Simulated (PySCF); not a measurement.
C5H7NO.
Cartesian coordinates in Å at the PBE0-D3(BJ)/def2-SVP level; atoms count from 1:
```
atom  x, y, z in Å
N1     2.482    1.241    1.429
C2     1.746    0.811    0.646
C3     0.809    0.272   -0.328
C4     0.235   -1.118    0.058
C5    -1.265   -0.838    0.179
O6    -1.507    0.237   -0.691
C7    -0.469    1.145   -0.475
H8     1.336    0.210   -1.293
H9     0.675   -1.511    0.985
H10    0.437   -1.837   -0.747
H11   -1.898   -1.683   -0.123
H12   -1.525   -0.564    1.221
H13   -0.628    1.729    0.452
H14   -0.417    1.840   -1.323
```

All values: CAM-B3LYP/def2-SVPD (PySCF, non-relativistic), on one gas-phase PBE0-D3(BJ)/def2-SVP geometry that isn't relaxed in the solvent. The solvent is an IEF-PCM continuum (Bondi radii, 1.10 Å for H, scaled by 1.2), and excitations are vertical TDDFT with non-equilibrium linear response and a frozen core. Only the electrostatic response of the medium enters.

Gas-phase singlets (H = HOMO, L = LUMO):

| state | E (eV) | λ (nm) | f | leading configuration |
| --- | --- | --- | --- | --- |
| S1 | 7.384 | 168 | 0.003 | H→L 83% |
| S2 | 7.587 | 163 | 0.001 | H-2→L+1 18% |
| S3 | 7.894 | 157 | 0.008 | H-1→L+1 17% |
| S4 | 7.896 | 157 | 0.006 | H-2→L+1 23% |
| S5 | 8.155 | 152 | 0.047 | H→L+1 54% |

**Question.** Give the list for cyclohexane (ε = 2.017), n² = 2.04.

**Answer.** 
```csv
state,E (eV),λ (nm),f,leading configuration,change by rank (eV)
S1,7.396,168,0.004,H→L 83%,+0.012
S2,7.620,163,0.001,H-2→L+1 24%,+0.033
S3,7.905,157,0.015,H-1→L+1 22%,+0.011
S4,7.919,157,0.008,H-2→L+1 33%,+0.023
S5,8.156,152,0.046,H→L+1 55%,+0.001
```

**Question.** What are the lowest 5 singlets in water (ε = 78.36)?

**Answer.** 
```tsv
state	E (eV)	λ (nm)	f	leading configuration	change by rank (eV)
S1	7.427	167	0.003	H→L 82%	+0.043
S2	7.659	162	0.001	H-2→L+1 25%	+0.072
S3	7.917	157	0.021	H→L+1 27%	+0.023
S4	7.949	156	0.007	H-2→L+1 32%	+0.053
S5	8.138	152	0.012	H→L+1 62%	-0.017
```

**Question.** The ground-state energy changes by -0.378 eV from gas to water. By how much does the total energy of gas-phase S1 change?

**Answer.** E(S1) = E(S0) + excitation energy, so it changes by -0.378 + 0.043 = -0.335 eV: it is lowered less than the ground state, which is what a blue shift means. This is the vertical state, with the slow part of the continuum still set for S0.

**Question.** How do the frontier levels move from gas to water?

**Answer.** 
```csv
orbital,gas (eV),solvent (eV),change (eV)
LUMO+2,1.61,1.91,+0.30
LUMO+1,1.53,1.66,+0.13
LUMO,0.91,1.28,+0.37
HOMO,-9.60,-9.31,+0.29
HOMO-1,-10.62,-10.54,+0.08
HOMO-2,-10.87,-10.84,+0.03
HOMO-3,-11.67,-11.44,+0.23
```

The HOMO–LUMO gap goes from 10.50 to 10.59 eV. Rows go by rank; for HOMO-2, HOMO-1, LUMO+1 and LUMO+2 the atom shares or the degeneracy differ between the runs, so the row needn't follow one orbital.
